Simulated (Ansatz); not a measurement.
Coupled-cluster diagnostics for the cluster B₄H₂⁻ (the lowest doublet isomer of a short search), Ansatz.

Geometry of the doublet (PBE0-D4/def2-TZVPD):

```tsv
atom	x (Å)	y (Å)	z (Å)
B1	0.7828	0.7577	0.8043
B2	0.0297	-0.6350	0.5697
B3	-0.7828	-0.7581	-0.8039
B4	-0.0297	0.6349	-0.5696
H5	1.4743	1.4273	1.5132
H6	-1.4743	-1.4267	-1.5137
```

Correlated methods freeze 4 core orbitals. The structure comes from a short search, and lower isomers may exist.

Question: Estimate the CCSD(T) correlation energy, the shares of MP2 and (T), T1 and the reference's ⟨S²⟩ for: charge -1, doublet, own geometry in def2-TZVPPD; charge 0, singlet, vertical in def2-TZVPPD; and the rough time on 4 threads of Arm Neoverse V2 on a shared host.

Answer: 
```csv
state,basis,correlation (eV),MP2 share (%),(T) share (%),T1,⟨S²⟩ (pure),wall time,remarks
"charge -1, doublet, own geometry",def2-TZVPPD,-12.141,88.0,6.1,0.021,0.82 (0.75),4.4 min,–
"charge 0, singlet, vertical",def2-TZVPPD,-11.653,87.1,6.1,0.020,0.00 (0.00),11 s,"large T1, restricted SCF unstable"
```
Customary marks for T1 are 0.02 (closed shells), 0.045 (open shells) and about 0.05 (3d metals). T1 exceeds 0.02 in 2 of 2 rows and 0.045 in 0; the higher it lies, the less the single-reference result can be trusted.
